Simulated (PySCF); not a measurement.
HN₂, charge +1, singlet, geometry from GFN2-xTB. Base run: CCSD/6-31G (PySCF).

Here is a job for PySCF.
```python
from pyscf import gto, scf, cc

mol = gto.M(
    atom='''
N    -0.000000   -0.000000   -0.435395
N     0.000000    0.000000    0.644830
H    -0.000000   -0.000000   -1.466046
''',
    basis='6-31g',
    charge=1,
    spin=0,
    verbose=4,
)

mf = scf.RHF(mol)
mf.kernel()

mycc = cc.CCSD(mf)
mycc.kernel()
print('E(CCSD) = %.10f' % mycc.e_tot)
mf.analyze()
```

Variants of this job, named by their change:

```json
[
 {"change": "base", "ΔE vs base (kcal/mol)": "0.000", "MP2 correlation (Eh)": "-0.23841", "CC correlation without the perturbative part (Eh)": "-0.23398", "basis functions": "20"},
 {"change": "method = mp2", "ΔE vs base (kcal/mol)": "?", "MP2 correlation (Eh)": "-0.23841", "CC correlation without the perturbative part (Eh)": "-", "basis functions": "20"},
 {"change": "method = cisd", "ΔE vs base (kcal/mol)": "?", "MP2 correlation (Eh)": "-", "CC correlation without the perturbative part (Eh)": "-", "basis functions": "20"},
 {"change": "cc.iterative_damping = 0.8", "ΔE vs base (kcal/mol)": "0.000", "MP2 correlation (Eh)": "-0.23841", "CC correlation without the perturbative part (Eh)": "-0.23398", "basis functions": "20"},
 {"change": "cc.conv_tol = 1e-9", "ΔE vs base (kcal/mol)": "0.000", "MP2 correlation (Eh)": "-0.23841", "CC correlation without the perturbative part (Eh)": "-0.23398", "basis functions": "20"},
 {"change": "cc.conv_tol = 1e-5", "ΔE vs base (kcal/mol)": "0.000", "MP2 correlation (Eh)": "-0.23841", "CC correlation without the perturbative part (Eh)": "-0.23398", "basis functions": "20"},
 {"change": "frozen = 3", "ΔE vs base (kcal/mol)": "?", "MP2 correlation (Eh)": "?", "CC correlation without the perturbative part (Eh)": "?", "basis functions": "20"},
 {"change": "density fitting = JK and correlation", "ΔE vs base (kcal/mol)": "0.025", "MP2 correlation (Eh)": "-0.23840", "CC correlation without the perturbative part (Eh)": "-0.23398", "basis functions": "20"},
 {"change": "cart = on", "ΔE vs base (kcal/mol)": "0.000", "MP2 correlation (Eh)": "-0.23841", "CC correlation without the perturbative part (Eh)": "-0.23398", "basis functions": "20"},
 {"change": "cc.direct = True", "ΔE vs base (kcal/mol)": "0.000", "MP2 correlation (Eh)": "-0.23841", "CC correlation without the perturbative part (Eh)": "-0.23398", "basis functions": "20"}
]
```

Task: Fill in the missing entries.

Result: 
- method = mp2, ΔE vs base (kcal/mol): -2.78
- method = cisd, ΔE vs base (kcal/mol): 10.18
- frozen = 3, ΔE vs base (kcal/mol): 28.20
- frozen = 3, MP2 correlation (Eh): -0.18683
- frozen = 3, CC correlation without the perturbative part (Eh): -0.18903
